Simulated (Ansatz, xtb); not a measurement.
C6H4O3: which of two isomers lies lower

Structure a is `O=CC1=CC(O)=CC1=O`, a singlet and structure b is `O=CC1=CC(=O)C=C1O`, a singlet. Both are isolated molecules in the gas phase, relaxed with B3LYP-D3(BJ)/def2-SVP; each stands in its lowest conformer found.

Energies in hartree; the thermal terms are from GFN2-xTB frequencies at re-optimised GFN2-xTB minima (ideal gas, soft modes damped towards free rotors, one conformer each, 298.15 K, 1 atm) and include the zero-point energy:

|  | a | b |
| --- | --- | --- |
| E, CCSD(T)/def2-SVP | −455.107306 | −455.115808 |
| E, MP2/def2-SVP | −455.017715 | −455.026514 |
| E, MP2/def2-TZVPP | −455.855443 | −455.864332 |
| zero-point energy | 0.084557 | 0.084917 |
| H(298 K) − E | 0.093604 | 0.093528 |
| G(298 K) − E | 0.051518 | 0.052623 |

Q: Correct the CCSD(T) difference for the basis set by the MP2 change, then work out ΔE, ΔE₀, ΔH and ΔG for a → b in kcal/mol (1 Eh = 627.51 kcal/mol) and the equilibrium ratio [b]/[a].

A: 1. Differences b − a: CCSD(T) −0.008502, MP2 in the small set −0.008799, MP2 in the large set −0.008889 Eh.
2. ΔE = −0.008502 + (−0.008889 − (−0.008799)) = −0.008592 Eh = −5.39 kcal/mol.
3. ΔE₀ = ΔE + ΔZPE = −0.008592 + (+0.000360) Eh = −5.17 kcal/mol.
4. ΔH = ΔE + (−0.000076) Eh = −5.44 kcal/mol.
5. ΔG = ΔE + (+0.001105) Eh = −4.70 kcal/mol, so ΔS = (ΔH − ΔG)/T = −10.4 J/(mol K).
6. kT = 0.9442 mEh, so K = [b]/[a] = exp(−ΔG/kT) = exp(+7.93) ≈ 2.8 × 10^3.

Structure b is favoured at this temperature. An error of 1 kcal/mol in ΔG would change K by a factor of 5.4. Mirror images and further conformers aren't counted.

As drawn, both hold the same kinds of bond in the same numbers.

Other levels gave ΔE = −3.1 (GFN2-xTB); −3.2 (HF/STO-3G, GFN2-xTB geometries); −7.3 (r2SCAN-D4/def2-SVP, GFN2-xTB geometries); −7.1 (B3LYP-D3(BJ)/def2-SVP); −4.1 (HF/def2-SVP); −5.5 (MP2/def2-SVP); −5.3 (CCSD(T)/def2-SVP) kcal/mol. The correlated steps freeze 9 core orbitals. Programs: Ansatz 0.2.0, xtb 6.7.1.
